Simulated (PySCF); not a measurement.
Fractional electron number in Pd (palladium, neutral)

The 4d beta orbital of [Kr] 4d10 is emptied in steps (occupation f), with all orbitals relaxed, ending at [Kr] 4d9. Computed with PySCF 2.14 in aug-cc-pVTZ-PP with ECP28MDF, with a scalar-relativistic core potential. The exact energy is a straight line in f; departures are measured from the line between the end points of the same method.

```
   f  CAM-B3LYP (eV)
   1           0.000
0.75          -0.316
 0.5          -0.438
0.25          -0.341
   0           0.000
```

**Question.** For CAM-B3LYP, how does the orbital energy at f = 1 compare with the removal energy?

**Answer.** −ε = 6.879 eV against a total-energy difference of 8.481 eV. By Janak's theorem ε = ∂E/∂f, so the gap between them reflects the curvature. Along the path −ε is 7.584 (f = 0.75), 8.415 (f = 0.5), 9.344 (f = 0.25) eV.

Reference removal energy between the ground levels: 8.337 eV (measured; NIST Atomic Spectra Database, ionization energies). The calculation has no spin-orbit coupling.
